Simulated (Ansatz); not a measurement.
C₃H₉AlO (`CC(C)=[O+][AlH3-]`). Total charge 0; spin multiplicity 1. The geometry is a stationary point of PBE0-D4/def2-TZVP.

```xyz
14

C     0.420    0.424    1.980
C     0.127    0.136    0.553
C     0.442    1.152   -0.481
O    -0.377   -0.944    0.246
Al   -0.865   -1.574   -1.539
H    -0.126    1.323    2.283
H     1.483    0.656    2.091
H     0.146   -0.417    2.614
H     0.879    2.057   -0.065
H    -0.477    1.380   -1.032
H     1.116    0.698   -1.216
H     0.578   -1.472   -2.246
H    -1.884   -0.398   -1.951
H    -1.460   -3.020   -1.238
```

Task: What is the dipole moment at r2SCAN/def2-TZVPP? (Estimate.)

Result: The calculation gave: 6.82 D, with components (2.52, 4.64, 4.31) D in this frame, pointing from negative to positive charge.

Task: And with PBE, B3LYP, ωB97M-V? (Best estimate.)

Result: Ansatz gave: PBE 6.55 D, B3LYP 6.83 D, ωB97M-V 6.95 D.

Task: Give the Mulliken charges with r2SCAN, ωB97M-V, PBE in def2-TZVPP. (Estimate.)

Result: Computed: 
| atom | r2SCAN | ωB97M-V | PBE |
| --- | --- | --- | --- |
| C1 | -0.12 | -0.28 | -0.21 |
| C2 | 0.32 | 0.32 | 0.24 |
| C3 | -0.16 | -0.32 | -0.22 |
| O4 | -0.24 | -0.23 | -0.16 |
| Al5 | 0.34 | 0.22 | 0.20 |
| H6 | 0.08 | 0.13 | 0.11 |
| H7 | 0.08 | 0.13 | 0.11 |
| H8 | 0.08 | 0.13 | 0.11 |
| H9 | 0.05 | 0.11 | 0.09 |
| H10 | 0.12 | 0.16 | 0.13 |
| H11 | 0.12 | 0.16 | 0.13 |
| H12 | -0.23 | -0.19 | -0.18 |
| H13 | -0.23 | -0.19 | -0.18 |
| H14 | -0.20 | -0.15 | -0.16 |

B3LYP here is the variant with VWN-RPA as its local correlation; programs differ in this.
